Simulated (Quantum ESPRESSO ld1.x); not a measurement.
The numbers below are computed, except where a source is named.
Species: Os3+. Configuration: [Xe] 4f14 5d5. Code: ld1.x of Quantum ESPRESSO 7.5. Model: scalar-relativistic Kohn-Sham, LDA (Slater exchange, Perdew-Wang correlation), spin-polarised, spherical densities, point nucleus; open shells are filled with parallel spins first.

Normalised radial functions P(r) = r R(r), r in bohr:

```
   r/bohr * 5s up, o 4f down (the largest magnitude, 1.33, reaches the edge; | marks zero, & curves that meet)
 0.001175                             o *
 0.001795                             o *
 0.002765                             o  *
 0.004259                             o   *
 0.006508                             o   *
  0.01002                             o   *
  0.01544                             o *
  0.02359                            *o
  0.03634                        *    o
  0.05598                       *     |o
  0.08554                             *  o
   0.1318                             |       o*
    0.203                             |  *             o
   0.3101                 *           |                         o
   0.4777                         *   |                          o
   0.7358                             |                  o*
    1.124                             |       o            *
    1.732                             | o    *
    2.668                             o*
    4.077                             &
```

5s up: eigenvalue -123.47 eV, 4 radial nodes at r = 0.0210, 0.0840, 0.218, 0.510 bohr, <r> = 1.01 bohr, 90 % of the charge inside 1.44 bohr. 4f down: eigenvalue -82.680 eV, 0 radial nodes, <r> = 0.554 bohr, 90 % of the charge inside 0.903 bohr.
